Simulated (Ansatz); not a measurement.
The pair A = C2H4 (SMILES C=C) (first 6 atoms), B = GeH4 (SMILES [GeH4]); geometry from B3LYP-D3(BJ)/def2-TZVP.
(charge 0, multiplicity 1):
| atom | x (Å) | y (Å) | z (Å) |
|---|---|---|---|
| C | 0.3731 | 0.2588 | 0.0621 |
| C | -0.3439 | -0.8391 | 0.2496 |
| H | -0.0747 | 1.1779 | -0.2957 |
| H | 1.4373 | 0.2847 | 0.2632 |
| H | 0.1039 | -1.7566 | 0.6118 |
| H | -1.4089 | -0.8650 | 0.0531 |
| Ge | -0.0180 | 0.3473 | 3.8062 |
| H | -0.0213 | 1.6975 | 3.0770 |
| H | 1.2298 | -0.4537 | 3.4085 |
| H | -1.2803 | -0.4441 | 3.4383 |
| H | 0.0039 | 0.5905 | 5.3257 |

Correlated levels freeze the cores. Filled d and f shells under p-block atoms count as core. MP2 and its Hartree–Fock in aug-cc-pVTZ are density fitted.

Run with Ansatz (a first-principles code) with Gaussian orbitals. Values without a source in brackets are computed.

The counterpoise-corrected interaction energy is E(AB) − E(A in the pair's basis) − E(B in the pair's basis). Total energies (hartree):

| level | AB | A in the pair's basis | B in the pair's basis |
|---|---|---|---|
| HF/aug-cc-pVDZ | -2155.6867920 | -78.0439106 | -2077.6442378 |
| MP2/aug-cc-pVDZ | -2156.0928705 | -78.3287311 | -2077.7623982 |
| HF/aug-cc-pVTZ | -2155.7817184 | -78.0649278 | -2077.7181707 |
| MP2/aug-cc-pVTZ | -2156.2661135 | -78.4045822 | -2077.8594455 |
| CCSD(T)/aug-cc-pVDZ | -2156.1664186 | -78.3689722 | -2077.7959025 |

Q: Work out the counterpoise-corrected interaction energy at the basis-set limit: extrapolate the MP2 correlation part as X⁻³, take Hartree–Fock from the larger set, and add the CCSD(T) − MP2 difference of aug-cc-pVDZ.

A: 
1. Differences (1 hartree = 627.509 kcal/mol): HF/aug-cc-pVDZ 0.851; MP2/aug-cc-pVDZ -1.093; HF/aug-cc-pVTZ 0.866; MP2/aug-cc-pVTZ -1.309; CCSD(T)/aug-cc-pVDZ -0.969.
2. Correlation parts, MP2 less HF: -1.944 in aug-cc-pVDZ (X = 2), -2.175 in aug-cc-pVTZ (X = 3).
3. Limit (3³·(-2.175) − 2³·(-1.944))/(3³ − 2³) = -2.272; with HF/aug-cc-pVTZ it gives -1.406.
4. CCSD(T) less MP2 in aug-cc-pVDZ: 0.124.
Result: -1.28 kcal/mol, against -1.09 at MP2/aug-cc-pVDZ. It is an estimate of this method's limit, not of the exact value.
